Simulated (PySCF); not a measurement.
Compound: C7H9NO.
SMILES: `NC(=O)C1=CCCC=C1`

Computed, not measured: TDDFT PBE0/def2-SVPD, vertical, gas phase, core orbitals frozen in the response in PySCF. The structure is a single GFN2-xTB conformer in the gas phase; no vibrational or solvent corrections. Torsions of this conformer, `[NH2:1][C:2](=[O:3])[C:4]1=[CH:5][CH2:6][CH2:7][CH:8]=[CH:9]1`: N1–C2–C4–C5 157°, H–N1–C2–O3 4°, H–N1–C2–O3 170°.

Each state is given a Gaussian of 0.3 eV full width at half maximum, with ε(max) = 2.175×10⁸ f / Δν̃ (Δν̃ the width in cm⁻¹). The width is an assumption, not a result. The curve ends short of the highest state used, and states not computed would add to its high-energy end.

```tsv
λ (nm)	ε (L mol⁻¹ cm⁻¹)
223.5	4304
226.5	2454
229.5	1190
232.5	478
235.5	156
238.5	41
241.5	9
244.5	5
247.5	17
250.5	66
253.4	196
256.4	492
259.4	1014
262.4	1766
265.4	2665
268.4	3569
271.4	4319
274.4	4762
277.4	4781
280.4	4352
283.4	3575
286.4	2643
289.4	1759
292.4	1056
295.4	574
298.4	283
301.4	128
304.4	53
307.4	20
310.4	7
```

Problem. Locate the maxima and give the states behind the curve.

Solution. 276 nm (4.49 eV), ε about 4800, made up of S1 (72%) and S2 (28%) (ε in L mol⁻¹ cm⁻¹; maxima over ε = 5, shares over 10%). At its high-energy end, 5.55 eV, the curve is still rising (ε about 4400, from S3 and S4). The states used: S1 4.44 eV (f 0.041); S2 4.61 eV (f 0.024); S3 5.55 eV (f 0.021); S4 5.73 eV (f 0.077); S5 6.03 eV (f 0.0056); S6 6.15 eV (f 0.025).

Problem. On this curve, what absorbance would a 10⁻³ mol/L sample give at 280 nm over a 1 cm path?

Solution. 280 nm is 4.428 eV, where ε is about 4400 L mol⁻¹ cm⁻¹, so A = ε c l ≈ 4.4 (Beer–Lambert, with the gas-phase spectrum and the assumed width).

Problem. Coming from long wavelengths, where does ε first pass 100 L mol⁻¹ cm⁻¹?

Solution. At about 302 nm (4.10 eV), 0.34 eV below S1.

Problem. What would ε be at 4.49 eV, the highest of these maxima, with half the width (0.15 eV)?

Solution. About 6450 L mol⁻¹ cm⁻¹ against 4830, a factor of about 1.3; a lone state at its own centre would give exactly 2.
